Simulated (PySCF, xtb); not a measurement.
Al(Cl)(OH)(SeH) (AlClH2OSe), SMILES [Cl][Al]([SeH])[OH]. The values are those of a single conformer.

Harmonic wavenumbers (cm⁻¹) from xtb with GFN2-xTB at its own minimum, in rising order: 98, 149, 165, 203, 321, 347, 463, 503, 580, 898, 2048, 3773.

Task: What does PBE-D3(BJ)/def2-SVP in PySCF give at its own minimum? (An estimate is asked for; the answer gives what the named calculation found.)

Result: 107, 172, 200, 225, 311, 337, 528, 561, 619, 869, 2355, 3807. Paired by order, the mean absolute difference is 54 cm⁻¹ and the zero-point energies are 13.6 and 14.4 kcal/mol.
